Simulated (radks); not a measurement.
Species: C II. Configuration: [He] 2s2 2p1. Method: non-relativistic Kohn-Sham, TPSS, spin-polarised, spherical densities, point nucleus; open shells are filled with parallel spins first; meta-GGA in the generalised Kohn-Sham scheme; computed with a radial shooting solver on a logarithmic mesh with Libxc functionals.

Local quantities along the radius. ELF = 1/(1 + alpha^2) is the electron localisation function; alpha = (tau - tau_W)/tau_unif compares the Pauli kinetic energy density with that of the uniform gas (summed over spins); s = |grad rho|/(2 (3 pi^2)^(1/3) rho^(4/3)) is the reduced gradient; r v_xc is r times the local exchange-correlation potential of spin up (hartree bohr, multiplicative part alone).

r (bohr)	ELF	alpha	s	r v_xc
0.01562	1.000	0.0008659	0.4078	-0.2000
0.01923	1.000	0.0009203	0.4136	-0.2122
0.02368	1.000	0.0009927	0.4207	-0.2267
0.02916	1.000	0.001091	0.4296	-0.2439
0.0359	1.000	0.001227	0.4408	-0.2641
0.04384	1.000	0.001413	0.4542	-0.2865
0.05398	1.000	0.001696	0.4719	-0.3130
0.06646	1.000	0.002131	0.4945	-0.3427
0.08183	1.000	0.002836	0.5238	-0.3754
0.1007	1.000	0.004056	0.5619	-0.4102
0.124	1.000	0.006334	0.6125	-0.4463
0.1527	1.000	0.01101	0.6807	-0.4823
0.188	1.000	0.02173	0.7748	-0.5161
0.2315	0.998	0.04979	0.9067	-0.5426
0.285	0.982	0.1349	1.092	-0.5487
0.3509	0.843	0.4319	1.334	-0.5146
0.4321	0.312	1.485	1.543	-0.4623
0.532	0.066	3.772	1.353	-0.3538
0.655	0.070	3.657	0.6366	-0.3962
0.8064	0.340	1.393	0.3145	-0.6084
0.9929	0.800	0.5004	0.4245	-0.8092
1.213	0.913	0.3094	0.6126	-0.7267
1.493	0.927	0.2799	0.8741	-0.7408
1.838	0.899	0.3343	1.270	-0.7284
2.263	0.796	0.5064	1.916	-0.5529
2.787	0.520	0.9616	3.023	-0.4207
3.431	0.161	2.281	5.212	-0.4024
4.224	0.021	6.835	10.15	-0.3174
5.201	0.001	26.33	22.73	-0.1892

On this mesh the ELF has minima near r = 0.59 bohr, which separate the shells, and maxima near 1.5 (0.93).

Self-consistent cycle (total energy in hartree, residual of the potential): 1: -37.370824, 9e-01; 2: -37.402707, 6e-01; 3: -37.424887, 6e-02; 4: -37.424998, 6e-03; 5: -37.425000, 1e-03; 6: -37.425001, 1e-04; 7: -37.425001, 4e-05; 8: -37.425001, 6e-05; 9: -37.425001, 6e-05; 10: -37.425001, 6e-05; 11: -37.425001, 9e-06; 12: -37.425001, 2e-05; 13: -37.425001, 2e-05; 14: -37.425001, 9e-06; 15: -37.425001, 2e-05; 16: -37.425001, 8e-06; 17: -37.425001, 3e-06; 18: -37.425001, 3e-06; 19: -37.425001, 2e-06; 20: -37.425001, 2e-06; 21: -37.425001, 1e-06; 22: -37.425001, 1e-06; 23: -37.425001, 5e-07.
